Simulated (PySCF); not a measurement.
## Potential energy of SeN along the bond

Set-up: PySCF, spin-free X2C with a Gaussian nucleus, basis sets Se x2c-TZVPPall, N x2c-TZVPPall. Energies in eV from Se + N in their ground configurations at the same level. State: ²Π (doublet), unpaired electrons π ↑.

All columns are BP86. A positive dipole means Se(−)N(+).

| R (Å) | E (eV) | μ (D) | Mulliken charge on Se (basis-dependent) | HOMO (eV) | LUMO (eV) | Mayer bond order | ⟨S²⟩ |
| --- | --- | --- | --- | --- | --- | --- | --- |
| 1.415 | -2.449 | -2.22 | 0.37 | -4.10 | -3.96 | 2.42 | 0.75 |
| 1.480 | -3.531 | -2.23 | 0.35 | -4.36 | -4.21 | 2.42 | 0.75 |
| 1.546 | -4.151 | -2.21 | 0.32 | -4.61 | -4.46 | 2.43 | 0.75 |
| 1.596 | -4.393 | -2.18 | 0.30 | -4.79 | -4.65 | 2.43 | 0.75 |
| 1.645 | -4.492 | -2.13 | 0.27 | -4.97 | -4.83 | 2.43 | 0.75 |
| 1.694 | -4.482 | -2.09 | 0.24 | -5.14 | -5.00 | 2.43 | 0.76 |
| 1.760 | -4.343 | -2.01 | 0.21 | -5.35 | -5.22 | 2.42 | 0.76 |
| 1.842 | -4.032 | -1.90 | 0.18 | -5.59 | -5.49 | 2.39 | 0.77 |
| 1.941 | -3.552 | -1.74 | 0.15 | -5.83 | -5.76 | 2.27 | 0.87 |
| 2.073 | -2.884 | -1.49 | 0.12 | -6.03 | -5.91 | 1.94 | 1.15 |

A fit through these points gives, at Re = 1.664 Å, μ = -2.12 D and dμ/dR = 0.969 D/Å; the reduced mass is 11.92 u.

Task: How strong is the fundamental in the double-harmonic approximation, I = 42.26·(dμ/dR)²/μred km/mol?

Result: I = 42.26·(0.969)²/11.92 = 3.33 km/mol at BP86.

⟨S²⟩ of the unrestricted solution departs from its pure value on part of the curve, where spin states mix. Spin–orbit coupling is left out. The state is the lowest determinant that a PBE0 search found; another state may lie lower at other levels.
